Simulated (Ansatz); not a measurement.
`[SiH3][O][Sn][Br]` + HCl → `[SiH3][O][Sn][Cl]` + HBr at 298.15 K and 1 bar (ligand exchange at the Sn–Br bond).

Computed with Ansatz on PBE0-D4/def2-TZVP structures; ΔE is electronic, products minus reactants. CCSD(T)/CBS is the MP2 limit (def2-TZVPP, def2-QZVPP) plus CCSD(T) − MP2 in def2-TZVPP, frozen cores. This one scheme is used for every species. Elements past krypton have def2 core potentials. For Br, Sn outer-core shells are correlated without core-valence functions, which leaves a few kJ/mol of doubt a bond. Scalar relativity is left out up to krypton. One conformer a species, not always the lowest.

| species | CCSD(T)/CBS energy (Eh) | H − E (kJ/mol) | S (J/(mol·K)) |
| --- | --- | --- | --- |
| `[SiH3][O][Sn][Br]` | -3153.53165 | 98.7 | 378.2 |
| HCl | -460.38127 | 26.6 | 186.8 |
| `[SiH3][O][Sn][Cl]` | -1039.98803 | 99.0 | 367.4 |
| HBr | -2573.91920 | 24.6 | 198.6 |

H − E and S are ideal-gas, rigid-rotor, harmonic terms from PBE0-D4/def2-TZVP, for one conformer and one mirror image of each species. 1 Eh = 2625.50 kJ/mol, R = 8.31446 J/(mol·K).

By hand: ΔE, ΔH, ΔS and ΔG.

ΔE = (-1039.98803) + (-2573.91920) − (-3153.53165) − (-460.38127) = 0.00569 Eh = 14.9 kJ/mol. Δ(H − E) = 99.0 + 24.6 − 98.7 − 26.6 = -1.7, so ΔH = 13.2 kJ/mol. ΔS = 367.4 + 198.6 − 378.2 − 186.8 = 1.0 J/(mol·K). ΔG = 13.2 − 298.15 × (1.0)/1000 = 12.9 kJ/mol.

By hand: the equilibrium constant, and the temperature at which ΔG would vanish if ΔH and ΔS stayed fixed.

log₁₀ K = −ΔG/(RT ln 10) = -2.3. ΔG = 0 at ΔH/ΔS = 13200 K, far beyond where these terms or the molecules hold.

The number of gas molecules stays the same, so ΔS is small and ΔH decides. A doubt of 5 kJ/mol in ΔE shifts log₁₀ K by 0.9 here. Other conformers and mirror images would add mixing entropy, several J/(mol·K) or more a flexible species. Modes under 60 cm⁻¹, often nearly free rotors, make the harmonic entropy too high. These are equilibria of isolated gas molecules and say nothing of rates. Largest T1 diagnostic: 0.015 (customary marks: 0.02 for closed shells, 0.045 for open ones).
